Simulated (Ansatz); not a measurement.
Cost and result for the atomization energy of `[GeH3][NH][GeH3]` (10 atoms, 9 bonds).

Cartesian coordinates in Å:
```
Ge -1.023 1.026 0.738
N -0.455 -0.118 -0.582
Ge 1.198 -0.918 -0.605
H -1.401 0.299 2.049
H -2.257 1.783 0.217
H 0.143 1.987 1.015
H -1.191 -0.690 -0.972
H 1.322 -2.083 0.403
H 2.216 0.173 -0.239
H 1.448 -1.458 -2.023
```

Charge 0, multiplicity 1. Correlated methods include outer-core shells of Ge, which these sets cover unevenly. Scalar relativity is left out up to krypton. The geometry is a stationary point of PBE0-D4/def2-TZVP. Program: Ansatz. All runs use 4 threads of a server CPU on a shared host. Times are those of one run each, without the atoms' runs, and a repeat can differ threefold. Electronic energies, without spin–orbit coupling; frozen cores. CCSD(T)/CBS adds CCSD(T) − MP2 in def2-TZVPP to the MP2 limit, and its time is that of the two runs behind it. T1 = 0.011. With those shells the extrapolation isn't a true limit.

CCSD(T)/CBS is a level of theory with its own doubt, some kJ/mol a heavy atom from the limit and from the frozen cores, so smaller differences don't rank the functionals.

| level | functions | atomization (kJ/mol) | difference from CCSD(T)/CBS | per bond |
| --- | --- | --- | --- | --- |
| B2PLYP/def2-TZVPP | 225 | 2738.3 | -57.4 | -6.4 |
| PBE-D4/def2-TZVPP (with forces) | 225 | 2751.6 | -44.1 | -4.9 |
| CCSD(T)/def2-TZVPP | 225 | 2739.0 | -56.7 | -6.3 |
| r2SCANh-D4/def2-TZVPP | 225 | 2750.8 | -44.9 | -5.0 |
| ωB97M-V/def2-TZVPP (with forces) | 225 | 2761.1 | -34.6 | -3.8 |
| LDA (SPW92)/def2-TZVPP | 225 | 3131.9 | 336.2 | 37.4 |
| BHLYP-D4/def2-TZVPP | 225 | 2720.1 | -75.6 | -8.4 |
| BLYP-D4/def2-TZVPP | 225 | 2741.1 | -54.6 | -6.1 |
| CAM-B3LYP-D4/def2-TZVPP | 225 | 2787.9 | -7.8 | -0.9 |
| MP2/def2-QZVPP | 445 | 2740.8 | -54.9 | -6.1 |
| CCSD(T)/def2-SVP | 113 | 2592.5 | -203.2 | -22.6 |
| CCSD(T)/CBS(def2) | – | 2795.7 | 0.0 | 0.0 |
| revPBE-D4/def2-TZVPP | 225 | 2696.6 | -99.1 | -11.0 |

Order the runs by time, with rough figures. (Estimate.)

The calculation gave: LDA (SPW92)/def2-TZVPP 0.95 s; revPBE-D4/def2-TZVPP 1.4 s; BLYP-D4/def2-TZVPP 1.5 s; PBE-D4/def2-TZVPP (with forces) 1.8 s; BHLYP-D4/def2-TZVPP 2.5 s; CAM-B3LYP-D4/def2-TZVPP 2.8 s; r2SCANh-D4/def2-TZVPP 3.9 s; B2PLYP/def2-TZVPP 4 s; CCSD(T)/def2-SVP 6 s; ωB97M-V/def2-TZVPP (with forces) 8 s; MP2/def2-QZVPP 17 s; CCSD(T)/def2-TZVPP 100 s; CCSD(T)/CBS(def2) 120 s.

From PBE to PBE0 (25 % exact exchange), in def2-TZVPP and without D4, the atomization energy moves by −18.7 kJ/mol: exact exchange takes away binding that semilocal exchange gives to molecules. The D4 term adds +30.8 kJ/mol with B3LYP and +16.1 kJ/mol with PBE0; it sums over pairs of atoms, weighted by their polarisabilities, and B3LYP, whose exchange is more repulsive, gets the larger term. In def2-TZVPP, CCSD(T) changes the Hartree–Fock value by +783.0 kJ/mol (the triples alone add +32.8 kJ/mol) and MP2 by +751.4 kJ/mol; breaking electron pairs costs correlation energy, which Hartree–Fock lacks.

B3LYP here is the variant with VWN-RPA as its local correlation; programs differ in this.
